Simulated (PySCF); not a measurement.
**Electron correlation in Sr⁻ (strontium, charge -1)**

[Kr] 4d1 5s2, 2D determinant. Computed with PySCF 2.14 in dyall-av2z (22s16p11d, 125 functions), with the non-relativistic Hamiltonian (point nucleus). Frozen: [Kr]; 3 electrons correlated; the 50 highest virtual orbitals of each spin left out.

MP2 pair energies summed by pair of shells (mhartree):

```csv
pair,energy,share (%)
5s-5s,-13.75,66.3
4d-5s,-6.98,33.7
```

Total MP2 correlation energy: -20.72 mhartree.

Same-spin part -1.31 and opposite-spin part -19.41 mhartree; SCS-MP2 scales them by 1/3 and 6/5 to -23.73 mhartree.

The Hartree-Fock reference does not bind the outermost electron (its level is positive or very diffuse), so these energies belong to a reference that the basis holds together.
